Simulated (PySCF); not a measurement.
2-phenylthiophene (C10H8S), SMILES c1ccc(-c2cccs2)cc1.

The structure is a stationary point at r2SCAN-D4/def2-SVP. A frequency run showed that this geometry is not a minimum. Other conformers were not sampled.

Two levels are set side by side: TDA-PBE/def2-SVP (PySCF) and TDA-PBE0/def2-SVP (PySCF). Vertical, same geometry. The lowest singlet is HOMO→LUMO+1 66 %, HOMO−2→LUMO 18 %, HOMO−1→LUMO 15 % with PBE and HOMO→LUMO 93 % with the other functional; states are paired by order. Differences are taken from unrounded values.

| quantity | TDA-PBE0 |
|---|---|
| lowest singlet excitation (eV) | 4.61 |
| lowest triplet excitation (TDA) (eV) | 2.86 |
| first bright state (f over 0.05) (eV) | 4.61 |
| its oscillator strength | 0.67 |

Question: What does TDA-PBE give, and how far is it from TDA-PBE0? (The exact figures need the calculation; the answer reports its results.)

Answer: 
```
quantity                               TDA-PBE  TDA-PBE minus TDA-PBE0
-------------------------------------  -------  ----------------------
lowest singlet excitation (eV)            4.23                   -0.38
lowest triplet excitation (TDA) (eV)      2.82                   -0.04
first bright state (f over 0.05) (eV)     4.36                   -0.25
its oscillator strength                   0.61                   -0.06
```

Functionals without exact exchange tend to place singlet excitations lower, as here. Differences between two approximate levels are no errors against the true value.

Rough cost on one machine, each run with all the roots and properties that it gave: TDA-PBE0 against TDA-PBE about 2 times.
